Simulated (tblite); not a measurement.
What does the GFN2-xTB structure of `C[SiH2][C@H](F)C[SiH3]` look like in three dimensions?

```
atom  x, y, z in Å
C1     2.4228    0.1010    0.9237
Si2    1.6518   -0.7654   -0.5743
C3    -0.1092   -0.0340   -0.8438
F4     0.0361    1.3319   -1.1030
C5    -1.0539   -0.2112    0.3350
Si6   -2.7545    0.6035    0.0485
H7     3.4651   -0.1788    1.0429
H8     1.9074   -0.1557    1.8458
H9     2.3795    1.1812    0.8089
H10    2.4354   -0.5142   -1.7861
H11    1.4827   -2.2061   -0.3456
H12   -0.5725   -0.4393   -1.7514
H13   -1.1661   -1.2817    0.5115
H14   -0.5894    0.2126    1.2269
H15   -3.5863    0.3224    1.2220
H16   -3.3553    0.0012   -1.1454
H17   -2.6005    2.0447   -0.1266
```

Orientation and origin are arbitrary. Atoms count from 1 in this order. The 3 C–Si bonds span 1.895 Å (C1–Si2, drawn single) to 1.926 Å (Si2–C3, drawn single), a spread of 0.031 Å. Si6 (SiH3 silicon) is tetrahedral (angles from 107.7° to 110.6°). Si2 (SiH2 silicon) is tetrahedral (angles from 106.8° to 111.9°). Of the pairs four or more bonds apart, C1···H14 is among the closest relative to their van der Waals radii: 3.03 Å, 104 % of the sum of Bondi's values.

Bonds between heavy atoms (Å): C1–Si2 1.895, Si2–C3 1.926, C3–F4 1.398, C3–C5 1.521, C5–Si6 1.907.

The geometry is computed with GFN2-xTB (gas phase).

Point group: C1 (no symmetry element, even within 0.4 Å). Its GFN2-xTB frequencies are all real (lowest 43 cm⁻¹). One conformer, not necessarily the lowest (C1–Si2–C3–F4 61°, Si2–C3–C5–Si6 177°).
